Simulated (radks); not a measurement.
Spherical jellium clusters: N electrons in a uniform positive sphere of charge N and radius rs N^(1/3), rs = 5.57 bohr. Method: non-relativistic Kohn-Sham, PBEsol, spin-polarised, spherical densities; computed with a radial shooting solver with Libxc functionals. Levels are named by radial order and angular momentum (1s, 1p, 1d, 2s, ...), and open shells are averaged over m.

N = 6, configuration 1s2 1p(up 3, down 1). This is the lowest configuration that the search found. Occupied levels:

| level | occupation | eigenvalue (eV) | <r> (bohr) |
|---|---|---|---|
| 1s up | 1 | -3.1812 | 6.927 |
| 1s down | 1 | -2.9231 | 6.659 |
| 1p up | 3 | -2.4471 | 8.137 |
| 1p down | 1 | -2.1287 | 8.107 |

Energy (eV): total -9.89228, kinetic 6.0934, external -115.08, Hartree 57.257, exchange-correlation -16.230, background 58.072.
